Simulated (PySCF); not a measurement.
How methods differ on the excitation energy of Si²⁺

Si²⁺ [Ne] 3s2 (1S) → Si²⁺ [Ne] 3s1 3p1, s spin flipped, as a difference of total energies. All numbers are calculated (PySCF 2.14, the spin-free X2C one-electron Hamiltonian (Gaussian nucleus), in aug-cc-pCVQZ-DK). Correlated levels: valence: [Ne] frozen; valence and next inner shell: 1s2 frozen; nothing frozen. The calculations carry no spin-orbit coupling.

| method | excitation energy (cm⁻¹) |
| --- | --- |
| UHF | 64074 |
| LDA | 62874 |
| PBE | 61421 |
| PBE0 | 62364 |
| r2SCAN | 59935 |
| M06 | 64536 |
| TPSS | 60751 |
| r2SCAN0 | 61227 |
| MP2 (valence) | 64396 |
| SCS-MP2 (valence) | 64460 |
| MP2 (valence and next inner shell) | 65212 |
| SCS-MP2 (valence and next inner shell) | 65076 |
| MP2 (all electrons) | 65158 |
| SCS-MP2 (all electrons) | 65044 |

The upper determinant mixes two multiplicities, so it lies between the two terms.
